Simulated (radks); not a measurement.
Values are calculated unless marked as measured or tabulated.
Effect of the nuclear size on neutral osmium, [Xe] 4f14 5d6 6s2. Code: a radial shooting solver on a logarithmic mesh with Libxc functionals. Model: Dirac Kohn-Sham, relativistic LDA (MacDonald-Vosko exchange, VWN5 correlation), spin-unpolarised, spherical densities, finite nucleus; open shells are shared between the two j in proportion to 2j + 1; Fermi nuclear charge, rms radius 5.4126 fm. The rms radius is varied about that value; shifts are against it.

| rms radius (fm) | total energy shift (eV) | density at nucleus (e/bohr^3) | 1s1/2 shift (meV) | 2s1/2 shift (meV) | 5p1/2 shift (meV) | 6s1/2 shift (meV) | 5d5/2 shift (meV) | 6p1/2 (empty) shift (meV) |
|---|---|---|---|---|---|---|---|---|
| 4.5195 | -21.9 | 1.763e+06 | -8770 | -1260 | 0.630 | -0.868 | 0.766 | 0.278 |
| 5.0175 | -9.98 | 1.697e+06 | -4000 | -575 | 0.287 | -0.396 | 0.350 | 0.127 |
| 5.4126 | 0 | 1.65e+06 | 0.000 | 0.000 | 0.000 | 0.000 | 0.000 | 0.000 |
| 5.6995 | 7.54 | 1.619e+06 | 3030 | 434 | -0.217 | 0.299 | -0.265 | -0.096 |
| 6.6413 | 34.0 | 1.531e+06 | 13600 | 1960 | -0.976 | 1.35 | -1.19 | -0.432 |

Slopes of the eigenvalues against <r^2> in GHz/fm^2, as finite differences over the two radii next to the reference (eigenvalue slopes, not the field-shift constants of lines): 1s1/2 233000, 2s1/2 33400, 5p1/2 -16.7, 6s1/2 23.0, 5d5/2 -20.3, 6p1/2 (empty) -7.37.
